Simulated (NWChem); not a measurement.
Species: SiCl₂F₂; SMILES F[Si](F)(Cl)Cl

```xyz
5

F      0.0000     1.2886    -1.2669
Si     0.0000     0.0000    -0.3235
F      0.0000    -1.2886    -1.2669
Cl     1.6729     0.0000     0.8070
Cl    -1.6729     0.0000     0.8070
```
Atoms are numbered in this order, from 1.

Computed with NWChem. Geometry optimised at PBE0/def2-SVP; all other runs use it. 

| quantity | level | value |
|---|---|---|
| solvation free energy (kcal/mol) in water | PBE0/def2-SVP, SMD | [?] |
| vertical, lowest state with f > 0.02, singlet (eV) | CAM-B3LYP/def2-SVPD, TDA | [?] |
| isotropic polarisability (bohr³), static | CAM-B3LYP/def2-SVPD | 48.7 |
| vertical ionisation energy, ΔSCF (eV) | PBE/def2-SVP | 11.73 |
| dipole (D) | PBE0/def2-SVP | [?] |
| highest harmonic frequency (cm⁻¹) | PBE0/def2-SVP | 1003 |

Question: Some entries are withheld; supply them.

Answer: 
- solvation free energy (kcal/mol) in water, value: 1.2
- vertical, lowest state with f > 0.02, singlet (eV), value: 8.18
- dipole (D), value: 0.71
